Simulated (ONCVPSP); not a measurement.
**What one change does to a pseudopotential (tin (Sn), ONCV)**

tin, optimised norm-conserving Vanderbilt (ONCV), made with ONCVPSP 4.0.1 (PBEsol, fully relativistic). Core [Kr], reference 4d10 5s2 5p1.5 (charge +0.5). Waves: 5s: rc 2.15 bohr, ncon 5, nbas 8, qcut 2.7 1/bohr, 2 projectors, debl 1.4 Ha; 5p: rc 2.70 bohr, ncon 4, nbas 8, qcut 2.7 1/bohr, 2 projectors, debl 0.7 Ha; 4d: rc 1.60 bohr, ncon 3, nbas 7, qcut 9.3 1/bohr, 2 projectors, debl 0.8 Ha. Local part: polynomial inside 1.10 bohr (lpopt 3, dvloc0 0 Ha). Core correction: Teter function, fcfact 5.25, rcfact 1.8.

Open shells are filled in proportion to 2j + 1.

In the d channel the program set the typed energies aside and used -1.071, 0.250 Ha (j = l + 1/2; the other j can differ).

Change: functional PBE. In the d channel the program set the typed energies aside and used -1.072, 0.250 Ha (j = l + 1/2; the other j can differ).

Cutoffs: the cutoffs (Ha) at which the residual kinetic energy of the hardest occupied pseudo-wave falls to 1 and 0.1 mHa per electron; they do not see the model core or the augmentation charge, which bear on the density cutoff. Errors are all-electron minus pseudo energies relative to the spin-unpolarised reference configuration.

Task: Predict the effect on cutoff, ghosts and configuration errors.

Result: The potential gets neither clearly harder nor softer (33 Ha and 37 Ha → 33 Ha and 37 Ha); both files keep a bound ghost (s); of the 4 tests that both files solve, the error grows in 4 and shrinks in 0 by more than 15 % and 0.3 meV (median size 9.6 → 19.8 meV).

```csv
quantity,base,changed
"cutoff, loose",33 Ha,33 Ha
"cutoff, tight",37 Ha,37 Ha
loose cutoff by channel,"s 22 Ha, p 3.5 Ha, d 33 Ha","s 22 Ha, p 3.5 Ha, d 33 Ha"
bound ghosts,s,s
GHOST(+) flags under 300 eV,"p3/2 at 4.6 eV, p1/2 at 11.3 eV","p3/2 at 3.9 eV, p1/2 at 10.6 eV"
"error for 4d10 5s2 5p2, meV [ΔE -2.63 → -2.62 eV]",-0.3,-0.7
"error for 4d10 5s2 5p1, meV [ΔE 4.28 → 4.27 eV]",-0.8,-2.0
"error for 4d10 5s2 5p0, meV [ΔE 18.27 → 18.24 eV]",-18,-38
"error for 4d10 5s0 5p0, meV [ΔE 90.33 eV]",-490,-686
s: phases at 2.18 bohr within 0.05 rad from the reference energy up to (Ha; the scan ends near 5),3.0,n/a
p3/2: phases at 2.74 bohr within 0.05 rad from the reference energy up to (Ha; the scan ends near 5),2.0,2.1
p1/2: phases at 2.74 bohr within 0.05 rad from the reference energy up to (Ha; the scan ends near 5),1.8,1.8
d5/2: phases at 1.63 bohr within 0.05 rad from the reference energy up to (Ha; the scan ends near 5),to the end of the scan,to the end of the scan
d3/2: phases at 1.63 bohr within 0.05 rad from the reference energy up to (Ha; the scan ends near 5),to the end of the scan,to the end of the scan
"rms error of d²Exc/dni dnj with the model core, mHa",2.81,1.92
```

 A true bound ghost makes a file unfit for plane-wave use even where its test errors are small: the radial tests pick states by their node count and pass the ghost by.
